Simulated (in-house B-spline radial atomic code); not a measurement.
How numerical settings move a run on Zr, [Kr] 4d2 5s2. Computed with an all-electron radial atomic-structure program (B-spline basis): non-relativistic BHandHLYP, spin-polarised, spherical fractional occupations, point nucleus.

Command:
```bash
python run_scf.py task.json out
```
Settings of the sound reference run:
```
Z                40
electrons        40
configuration    [Kr] 4d2 5s2
hamiltonian      nr
method           bhandhlyp
spin_polarised   True
knot_spacing     0.22
spline_order     8
gauss_points     12
box_radius       50
max_iterations   70
damping          0.5
damped_steps     3
diis_vectors     10
tolerance        1e-08
start            Thomas-Fermi
```

Run time, properties included: 0.52 s on 1 thread of Intel(R) Xeon(R) Platinum 8488C, on a shared host.

It converges in 11 iterations to -3540.818160 hartree, with 4d up at -3.77023 eV. The other runs change the listed settings, some to values that make no sense; their results aren't properties of the atom or ion. Radii are in bohr (the nuclear one in fm), a minus after a letter asks for a j subshell, and «unchanged» means within 1e-8 hartree. The run stops when the residual is below 10 × tolerance × max(1, Z/10), or a noise floor if that is larger, and the energy moves by less than 1e-8 × √|E| hartree; so very loose and very tight tolerances often act alike.

| changed settings | outcome |
| --- | --- |
| gauss_points = 4, max_iterations = 75, diis_vectors = 2, tolerance = 1e-10, start = bare nucleus | converged in 21 iterations, energy -8.72e-07 hartree from the reference, 4d up level +3.3e-06 eV |
| spline_order = 10 | converged in 11 iterations, energy -1.83e-07 hartree from the reference, 4d up level -3.1e-07 eV |
| spline_order = 6 | converged in 11 iterations, energy +2.45e-06 hartree from the reference, 4d up level +9.0e-07 eV |
| tolerance = 1e-06 | converged in 9 iterations, energy +1.40e-08 hartree from the reference, 4d up level +1.1e-03 eV |
| tolerance = 1e-13 | converged in 12 iterations, energy unchanged, 4d up level +2.5e-06 eV |
| spline_order = 5 | converged in 11 iterations, energy +4.89e-05 hartree from the reference, 4d up level -9.1e-06 eV |
| box_radius = 200, max_iterations = 50, damped_steps = 30 | converged in 25 iterations, energy unchanged, 4d up level +1.2e-05 eV |
| electrons = 48, configuration = [Kr] 4d2 5s2 7s2 7p6, max_iterations = 75 | converged in 29 iterations to -3539.8633 hartree, a different physical problem (warning: 4d up has a positive eigenvalue: unbound, held by the box) |
| spline_order = 4 | converged in 11 iterations, energy +1.58e-03 hartree from the reference, 4d up level -2.2e-04 eV |
| first_knot = 0.075 | converged in 11 iterations, energy +3.52e-03 hartree from the reference, 4d up level -2.0e-06 eV |
| spline_order = 7 | converged in 11 iterations, energy +1.65e-08 hartree from the reference |
| gauss_points = 8, box_radius = 3, max_iterations = 3 | not converged after 3 iterations, last residual 2.4e-02, last energy +3.35e+00 hartree from the reference |
| electrons = 41, configuration = [Kr] 4d2 5s2 3f1, max_iterations = 75 | stopped with error: there is no 3f shell |
| gauss_points = 6, first_knot = 2.5e-06, max_iterations = 100 | converged in 9 iterations, energy +3.20e-08 hartree from the reference, 4d up level +1.1e-03 eV |

(1) What happens with first_knot = 0.025?

(2) What happens with first_knot = 2.5e-05?

(3) What happens with spline_order = 3?

(4) What happens with first_knot = 0.0025?

## Answers

(1) Converged in 11 iterations, energy -4.87e-08 hartree from the reference, 4d up level +1.2e-06 eV.

(2) Converged in 9 iterations, energy -1.15e-07 hartree from the reference, 4d up level +1.1e-03 eV.

(3) Converged in 11 iterations, energy +9.42e-02 hartree from the reference, 4d up level -9.7e-03 eV.

(4) Converged in 11 iterations, energy -9.40e-08 hartree from the reference, 4d up level -6.5e-07 eV.
